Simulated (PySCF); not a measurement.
# One molecule, several mistakes: BH3NOSi anion

All numbers below are calculated, not measured. They come from PySCF 2.14.0, an open-source quantum chemistry program, on an isolated molecule that a program drew, which may never have been made. The molecule is BH3NOSi anion (charge -1, singlet), drawn as the SMILES string `[O-]BN=[SiH2]`.

Each row is a Hartree-Fock (HF) and frozen-core CCSD(T) single point in the aug-cc-pV(D+d)Z basis, meant for a local HF minimum. Run 1 is clean. Each other run has one planted mistake out of seven kinds, and not every kind appears here: one electron removed, one electron added, multiplicity raised by two, geometry at a saddle point, minimal basis STO-3G, one bond length entered in bohr, all coordinates scaled. The reference is restricted for singlets and unrestricted otherwise, and also for a bond in bohr. Adding or removing an electron swaps singlet and doublet. Electrons count all cores. HOMO and LUMO are orbital energies over both spins, the gradient is its largest component, and the lowest frequency (negative if imaginary) is given only where the gradient is small. Bond lengths are over the 6 bonds as drawn. T1 is the CCSD diagnostic: over 0.02 (restricted) or 0.045 (unrestricted) a single reference is doubtful.

Geometry of the clean run:
```xyz
7
BH3NOSi anion, angstrom
O     1.7986    2.0093   -0.6170
B     1.3611    1.3724   -1.6322
N     0.0951    0.5440   -1.6815
Si   -1.4497    0.7234   -1.7847
H     1.9301    1.3242   -2.7476
H    -2.2311    1.9777   -1.9618
H    -2.4012   -0.4150   -1.7605
```

| run | electrons | basis functions | <S^2> | HOMO (eV) | LUMO (eV) | gradient (hartree/bohr) | lowest frequency (cm^-1) | mean bond (Å) | longest bond (Å) | T1 | HF (hartree) | CCSD(T) (hartree) | mistake |
|---|---|---|---|---|---|---|---|---|---|---|---|---|---|
| 1 | 38 | 128 | 0.000 | -4.16 | 3.43 | 1.9e-05 | 55 | 1.4289 | 1.559 | 0.0222 | -444.72083 | -445.35345 | no fault |
| 2 | 38 | 128 | 0.000 | -4.51 | 3.40 | 9.2e-02 | - | 1.5561 | 1.697 | 0.0258 | -444.66794 | -445.32831 | all coordinates scaled |
| 3 | 38 | 128 | 1.278 | -4.35 | 3.22 | 4.7e-02 | - | 1.6489 | 2.804 | 0.0792 | -444.62377 | -445.24419 | one bond length entered in bohr |
| 4 | 37 | 128 | 0.770 | -10.27 | 0.70 | 9.7e-02 | - | 1.4289 | 1.559 | 0.0321 | -444.68311 | -445.25172 | one electron removed |
| 5 | 38 | 128 | 0.000 | -4.11 | 3.38 | 3.4e-05 | -63 | 1.4363 | 1.571 | 0.0235 | -444.71450 | -445.34785 | geometry at a saddle point |
| 6 | 38 | 27 | 0.000 | 0.96 | 13.39 | 4.0e-02 | - | 1.4289 | 1.559 | 0.0186 | -439.11251 | -439.37768 | ? |

**Which mistake was planted in run 6, and what did it cost?**

It has 27 basis functions where the clean run has 128, with the same electrons and geometry. So the mistake is: minimal basis STO-3G. Subtracting run 1 and multiplying by 627.51 kcal/mol a hartree, the energy moved by 3519.3 kcal/mol in HF and 3749.9 kcal/mol in CCSD(T).

Cautions from the logs. Run 1: T1 is over the limit, so its CCSD(T) energy is less reliable; run 2: T1 is over the limit, so its CCSD(T) energy is less reliable; run 3: T1 is over the limit, so its CCSD(T) energy is less reliable; run 5: T1 is over the limit, so its CCSD(T) energy is less reliable; run 6: the HOMO is above zero, so the electron isn't bound and the energy depends on the basis.
